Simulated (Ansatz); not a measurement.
```yaml
crystal:
  periodic: [false, false, false]
  atoms:
    - {symbol: F, position_ang: [-1.539900, -3.237624, 1.615664]}
    - {symbol: Cd, position_ang: [-1.027017, -1.690321, 0.598061]}
    - {symbol: O, position_ang: [-0.618134, -0.190548, -0.552852]}
    - {symbol: Si, position_ang: [0.610077, 0.961334, -0.455077]}
    - {symbol: H, position_ang: [1.882794, 0.435125, -0.485582]}
    - {symbol: H, position_ang: [0.465365, 1.710823, 0.788315]}
    - {symbol: H, position_ang: [0.334506, 1.953203, -1.472890]}
basis:
  gaussian: {orbitals: def2-mTZVPP, nuclear_model: gaussian}
total_charge: -3
magnetization: {spin_polarized: true, initial_magnetization: 1}
hamiltonian: {xc: {name: PBE-QIDH}}
output: {forces: true}
```

```sh
$ ansatz run in.yaml --threads 4 --pin off --events-out ev --progress --plain --max-ram 10444MiB
```

Output, abridged:

```
Functional definition: PBE-QIDH
1198 factors; integrals over basis functions are off by at most 1.1e-3 eV
mean field evaluation 1: about -17203.9347 eV, gradient 5.8e1 eV
mean field evaluation 2: about -17204.1475 eV, gradient 5.8e1 eV
mean field evaluation 4: about -17217.3967 eV, gradient 7.6e0 eV
mean field evaluation 8: about -17217.7612 eV, gradient 1.0e0 eV
mean field evaluation 16: about -17218.0885 eV, gradient 1.0e-1 eV
mean field evaluation 32: about -17218.0901 eV, gradient 2.2e-2 eV
mean field evaluation 96: about -17218.1151 eV, gradient 3.0e-1 eV
mean field evaluation 128: about -17218.1361 eV, gradient 4.3e-2 eV
mean field evaluation 160: about -17218.0927 eV, gradient 2.2e-2 eV
mean field evaluation 192: about -17218.0927 eV, gradient 2.2e-6 eV
mean field -17218.15756992 eV, -632.7556198083 hartree, gradient 1.8e-6 eV, S^2 1.502102; 15 other end points of the search recorded, 0 dependent functions left out
7 core orbitals not correlated, not the lowest: weight in the atoms' cores, before any rotation towards them, 1.000 or more for the frozen orbitals, at most 0.000 for the correlated occupied ones
reference -17218.15758422 eV, -632.7556203338 hartree; 22, 21 occupied and 94, 95 virtual orbitals, 1198 factors
second order -24.59089864 eV of doubles, -0.00000000 eV of singles
Total energy: -17226.35455044 eV, -633.0568532861 hartree
Atom 0 at    -1.539900    -3.237624     1.615664 Å, force    -1.069218    -3.234991     2.073990 eV/Å
Atom 1 at    -1.027017    -1.690321     0.598061 Å, force     0.054672     0.016038     0.235087 eV/Å
Atom 2 at    -0.618134    -0.190548    -0.552852 Å, force     1.835263     3.582743    -2.206592 eV/Å
Atom 3 at     0.610077     0.961334    -0.455077 Å, force    -3.702902    -0.877145     0.593304 eV/Å
Atom 4 at     1.882794     0.435125    -0.485582 Å, force     2.540921    -0.817396    -0.361384 eV/Å
Atom 5 at     0.465365     1.710823     0.788315 Å, force     0.157552     0.552970     0.741114 eV/Å
Atom 6 at     0.334506     1.953203    -1.472890 Å, force     0.183711     0.777781    -1.075519 eV/Å
Dipole moment:    -0.359006    -0.626778     0.086318 e Å
```

Problem. What is wrong with this run?

Solution. The charge is far from anything that the molecule holds. The calculation finished and met its thresholds. The result belongs to that input, not to the molecule as meant.
